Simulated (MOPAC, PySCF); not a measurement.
C₈H₂₀Sn, SMILES `C[CH2][Sn]([CH2]C)([CH2]C)[CH2]C`, neutral singlet in the gas phase. 

Cartesian coordinates (Å):
SMILES: C[CH2][Sn]([CH2]C)([CH2]C)[CH2]C
```xyz
29

C     -2.6101    -1.1811    -0.8565
C     -1.1507    -1.5148    -1.1398
Sn     0.2561    -0.1036    -0.2732
C      0.4128     1.6735    -1.5093
C     -0.9130     2.3883    -1.7390
C      2.2120    -1.0145    -0.0442
C      3.1921    -0.1403     0.7275
C     -0.4634     0.4463     1.6998
C     -0.4974    -0.7287     2.6686
H     -3.2967    -1.9237    -1.2976
H     -2.8212    -1.1506     0.2246
H     -2.8956    -0.1981    -1.2641
H     -0.8950    -2.5127    -0.7471
H     -0.9587    -1.5539    -2.2247
H      0.8668     1.3701    -2.4674
H      1.1406     2.3444    -1.0230
H     -0.7917     3.2990    -2.3500
H     -1.3836     2.6977    -0.7914
H     -1.6390     1.7457    -2.2634
H      2.5974    -1.2472    -1.0504
H      2.0666    -1.9834     0.4616
H      2.8267     0.0860     1.7426
H      3.3633     0.8262     0.2261
H      4.1782    -0.6221     0.8408
H     -1.4659     0.8895     1.5821
H      0.1864     1.2519     2.0797
H     -0.8656    -0.4360     3.6667
H      0.5027    -1.1698     2.8119
H     -1.1540    -1.5381     2.3092
```
Charge 0, multiplicity 1.

All levels are single points at this geometry (PBE0-D3(BJ)/def2-SVP); Pople sets use spherical d functions. Orbital energies aren't observables, and empty levels follow the basis.

| level | HOMO (eV) | LUMO (eV) | gap (eV) | dipole (D) | vertical IE, Delta-SCF (eV) |
|---|---|---|---|---|---|
| PBE-D3(BJ)/def2-TZVP in PySCF | -5.85 | -0.22 | 5.63 | 0.17 | – |
| PBE0-D3(BJ)/def2-TZVP in PySCF | -6.99 | 0.60 | 7.59 | 0.18 | 8.53 |
| B3LYP/6-311+G** (LANL2DZ on Sn) in PySCF | -6.89 | -0.15 | 6.74 | 0.19 | – |
| B3LYP/LANL2DZ in PySCF | -6.66 | 1.50 | 8.16 | 0.13 | – |
| BP86/6-31G* (LANL2DZ on Sn) in PySCF | -5.78 | 0.66 | 6.44 | 0.17 | – |
| M06-2X/6-31G* (LANL2DZ on Sn) in PySCF | -8.03 | 2.17 | 10.20 | 0.20 | – |
| PBE/6-31G* (LANL2DZ on Sn) in PySCF | -5.67 | 0.73 | 6.40 | 0.17 | – |
| SVWN5/6-31G* (LANL2DZ on Sn) in PySCF | -5.71 | 0.52 | 6.23 | 0.17 | – |
| HF/6-31G* (LANL2DZ on Sn) in PySCF | -9.70 | 4.80 | 14.50 | 0.24 | 8.18 |
| AM1 in MOPAC | -8.98 | 0.06 | 9.04 | 0.46 | – |
| PM3 in MOPAC | -10.03 | -0.01 | 10.02 | 0.06 | – |
| PM6 in MOPAC | -9.41 | 1.15 | 10.56 | 0.17 | – |
| PM7 in MOPAC | -9.69 | 1.69 | 11.38 | 0.27 | – |
